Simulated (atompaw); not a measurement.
An all-electron radial function and its pseudo partner (zinc (Zn))

Columns: radius, all-electron u(r) and pseudo u(r) of the 3d shell (level -30.86 eV) of zinc in the configuration [Ne] 3s2 3p6 3d10 4s0 4p0; PBE, scalar-relativistic, PAW (atompaw) scheme, atompaw 4.2.0.5.

| r (bohr) | all-electron | pseudo |
| --- | --- | --- |
| 0.056 | 0.0320 | 0.0005 |
| 0.112 | 0.1570 | 0.0038 |
| 0.167 | 0.3354 | 0.0125 |
| 0.223 | 0.5262 | 0.0289 |
| 0.279 | 0.6963 | 0.0546 |
| 0.335 | 0.8324 | 0.0905 |
| 0.390 | 0.9307 | 0.1356 |
| 0.446 | 0.9968 | 0.1907 |
| 0.502 | 1.0334 | 0.2536 |
| 0.558 | 1.0462 | 0.3218 |
| 0.613 | 1.0411 | 0.3912 |
| 0.669 | 1.0228 | 0.4611 |
| 0.725 | 0.9951 | 0.5270 |
| 0.781 | 0.9612 | 0.5858 |
| 0.837 | 0.9234 | 0.6346 |
| 0.892 | 0.8841 | 0.6710 |
| 0.948 | 0.8431 | 0.6951 |
| 1.004 | 0.8020 | 0.7057 |
| 1.060 | 0.7613 | 0.7037 |
| 1.115 | 0.7224 | 0.6909 |
| 1.171 | 0.6838 | 0.6691 |
| 1.227 | 0.6467 | 0.6411 |
| 1.283 | 0.6111 | 0.6095 |
| 1.338 | 0.5775 | 0.5773 |
| 1.394 | 0.5449 | 0.5449 |
| 1.450 | 0.5139 | 0.5139 |

Q: How many radial nodes do the two functions have?

A: The all-electron 3d function has n − l − 1 = 0; the pseudo-wave has 0.

Q: Is the pseudo-wave norm-conserving?

A: No, it belongs to a PAW set: the norm inside the radius is not constrained, and the difference is carried by the augmentation charge.
